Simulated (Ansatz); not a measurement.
Geometry optimisation, RKS PBE-D4/STO-3G in Ansatz.

Input:

```yaml
crystal:
  periodic: [false, false, false]
  atoms:
    - { symbol: C, position_ang: [0.4058, 0.1686, -1.7394] }
    - { symbol: C, position_ang: [0.8694, 0.2991, -0.3133] }
    - { symbol: "N", position_ang: [2.234, -0.1768, -0.3129] }
    - { symbol: Si, position_ang: [-0.0887, -0.6276, 0.9593] }
    - { symbol: Si, position_ang: [-2.2144, 0.3748, 1.1648] }
    - { symbol: H, position_ang: [-0.6522, 0.646, -1.841] }
    - { symbol: H, position_ang: [1.029, 0.7836, -2.4283] }
    - { symbol: H, position_ang: [0.3595, -0.8049, -2.1171] }
    - { symbol: H, position_ang: [0.8942, 1.3748, 0.0235] }
    - { symbol: H, position_ang: [2.6649, -0.1097, 0.6629] }
    - { symbol: H, position_ang: [2.3015, -1.1621, -0.5452] }
    - { symbol: H, position_ang: [-0.2815, -2.0527, 0.5547] }
    - { symbol: H, position_ang: [0.513, -0.6114, 2.2509] }
    - { symbol: H, position_ang: [-2.9636, 0.3847, -0.101] }
    - { symbol: H, position_ang: [-2.0487, 1.7805, 1.6166] }
    - { symbol: H, position_ang: [-3.0449, -0.2897, 2.2096] }
basis:
  gaussian: { orbitals: STO-3G }
hamiltonian:
  xc: pbe
  dispersion: d4
relax:
  f_tol: 0.015
  max_steps: 40
```

Launched with:

```bash
$ ansatz run input.yaml --threads 1 --pin off --max-ram 2048MiB --backend cpu --events-out ev --progress --plain --runs-dir out
```

Q: Where does it end, and by what steps?

A: It converged. The force dipped under the threshold on the way, but the program's further checks kept it going. Limits of this set-up: minimal basis. After 8 steps the energy has fallen by 0.865 eV; N3 moved furthest, 0.17 Å.

| step | energy less start (eV) | largest force component (eV/Å) | accepted |
| --- | --- | --- | --- |
| 0 | 0.0000 | 4.510 | yes |
| 1 | -0.7297 | 0.894 | yes |
| 2 | -0.8380 | 0.692 | yes |
| 3 | -0.8581 | 0.362 | yes |
| 4 | -0.8632 | 0.174 | yes |
| 5 | -0.8639 | 0.041 | yes |
| 6 | -0.8648 | 0.024 | yes |
| 7 | -0.8649 | 0.008 | yes |
| 8 | -0.8650 | 0.005 | yes |

```xyz
16
Properties=species:S:1:pos:R:3
C 0.340 0.264 -1.728
C 0.949 0.320 -0.292
N 2.393 -0.213 -0.377
Si -0.173 -0.557 0.993
Si -2.237 0.339 1.153
H -0.651 0.756 -1.758
H 1.008 0.777 -2.446
H 0.215 -0.783 -2.065
H 1.049 1.391 -0.008
H 2.715 -0.227 0.649
H 2.260 -1.267 -0.546
H -0.249 -1.965 0.619
H 0.511 -0.502 2.280
H -2.944 0.261 -0.117
H -2.171 1.741 1.537
H -3.038 -0.357 2.150
```

Whether the end is a true minimum wasn't checked by a vibrational analysis.

Run time: 110 s on 1 CPU thread of a shared host.
